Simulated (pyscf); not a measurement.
A first-order saddle from PySCF, ωB97X-D3(BJ)/def2-SVP:

```
Si
H 1 1.4826
H 1 1.5393 2 112.57
Si 3 2.1841 1 75.65 2 -106.98
H 4 1.5004 3 113.47 1 -96.25
H 4 1.5058 5 104.70 3 82.47
As 1 2.2001 2 129.81 3 148.68
H 7 1.5220 1 86.63 2 -158.57
```

Surface: singlet, charge 0. Lowest wavenumbers (cm⁻¹): 470i, 137, 287, 326, 418.

Question: Which two sides does it connect, and which bonds change?

Answer: H₃Si–SiH=AsH (SMILES [SiH3][SiH]=[AsH]) <-> H₅AsSi₂ (SMILES [SiH2]1[SiH2][AsH]1), a rearrangement read from left to right: H–Si broken and As–Si, H–Si formed. At CCSD(T)/def2-TZVPP + ΔMP2(QZVPP) it lies +171.9 kJ/mol from the left side and +204.4 kJ/mol from the right (each side as separated species at their lowest minima found). This is the saddle that the search found; another between the same sides may lie lower. A restricted solution here is unstable towards spin polarisation, so biradical character is likely and single-reference numbers are less safe. The CCSD(T) − MP2 part came from Ansatz, without density fitting, on the same reference. The frozen core leaves the outer d or s,p core shells of the metals and heavy elements correlated in the MP2 and CC values, and def2-TZVPP describes them poorly, which can shift differences by a few kcal/mol. Elements up to Kr have no core potential and no relativistic terms here.
